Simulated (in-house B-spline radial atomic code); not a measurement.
## BHandHLYP excitations of I⁵⁺

Method: BHandHLYP. Computed with an all-electron radial atomic-structure program (B-spline basis): linear response of the closed shell [Kr] 4d10 5s2 with the functional's adiabatic kernel; scalar-relativistic (spin-free one-electron X2C), finite nucleus, no spin-orbit coupling, no double excitations, S, P, D and F terms only; shells from n = 3 respond. Only terms of natural parity with L up to 3 were computed.

Command:
```bash
python run_td.py task.json out
```
Settings (radii: box in bohr, nucleus in fm):
```
Z                        53
electrons                48
configuration            [Kr] 4d10 5s2
hamiltonian              x2c
method                   bhandhlyp
box_radius               16.35
rms_radius               4.75
intervals                70
```

Cost of the run: 3.8 s on 1 thread of Arm Neoverse N1, with other jobs on the host.

The lowest states, in the order of their Tamm-Dancoff energies; the method's threshold (minus the highest occupied level) is 71.34 eV. Labels give the largest channel, * marks a mixed state, and oscillator strengths are full-response dipole values. Semilocal kernels can invert the small singlet-triplet splittings of Rydberg terms. Energies in eV:

```csv
state,full response,Tamm-Dancoff,oscillator strength
5s → 5p 3P,?,?,-
5s → 5p 1P,15.575,16.127,1.6
5s → 5d 3D,30.55,30.57,-
5s → 5d 1D,32.03,32.07,-
5s → 4f 3F,33.13,33.19,-
5s → 4f 1F,34.36,34.38,-
5s → 6s 3S,36.04,36.04,-
5s → 6s 1S,37.00,37.04,-
5s → 6p 3P,?,?,-
5s → 6p 1P,41.61,41.65,0.0836
5s → 5f 3F,48.52,48.53,-
5s → 5f 1F,48.63,48.64,-
5s → 6d 3D,48.67,48.67,-
5s → 6d 1D,48.96,48.97,-
5s → 7s 3S,50.63,50.63,-
5s → 7s 1S,50.94,50.95,-
```

Problem. Where does 5s → 5p 3P lie?

Solution. At 11.239 eV in full response, 11.429 eV in Tamm-Dancoff.

Problem. Where does 5s → 6p 3P lie?

Solution. At 41.23 eV in full response, 41.23 eV in Tamm-Dancoff.

Problem. How large is the singlet-triplet splitting of 5s → 5p (P terms) in Tamm-Dancoff?

Solution. 4.7 eV, from the unrounded values.

Problem. What polarisabilities and dispersion coefficient does the method give?

Solution. Dipole 6.109 bohr³, quadrupole 11.18 bohr⁵, C6 22.53 hartree·bohr⁶ for two such species.
